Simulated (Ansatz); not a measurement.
Geometry optimisation, RKS PBE0/def2-SVP in Ansatz 0.2.0.

The input (input.yaml):

```yaml
crystal:
  periodic: [false, false, false]
  atoms:
    - { symbol: Ge, position_ang: [0.128456, -0.061109, 0.194436] }
    - { symbol: H, position_ang: [0.470438, 0.068572, 1.673057] }
    - { symbol: F, position_ang: [1.809533, -0.012278, -0.04052] }
    - { symbol: F, position_ang: [-0.609853, 1.363674, -0.457325] }
    - { symbol: H, position_ang: [-0.543874, -1.25276, -0.481748] }
basis:
  gaussian: { orbitals: def2-SVP }
hamiltonian:
  xc: pbe0
relax:
  f_tol: 0.03
  max_steps: 50
```

Run as:

```bash
$ ansatz run input.yaml --threads 1 --pin off --max-ram 2048MiB --backend cpu --events-out ev --progress --plain --runs-dir out
```

Where does it end, and by what steps?

The run converged. After 3 steps the energy has fallen by 0.402 eV; H2 moved furthest, 0.27 Å.

```csv
step,energy less start (eV),largest force component (eV/Å),accepted
0,0.0000,1.445,yes
1,-0.3570,0.329,yes
2,-0.3945,0.290,yes
3,-0.4018,0.023,yes
```

```xyz
5
Properties=species:S:1:pos:R:3
Ge 0.203 -0.056 0.240
H 0.211 0.064 1.764
F 1.845 -0.012 -0.304
F -0.530 1.373 -0.402
H -0.475 -1.263 -0.409
```

Whether the end is a true minimum wasn't checked by a vibrational analysis.

The run took 3.9 s on 1 thread of AMD EPYC 9B45 (Zen 5), on a shared host, peak memory 0.15 GiB.
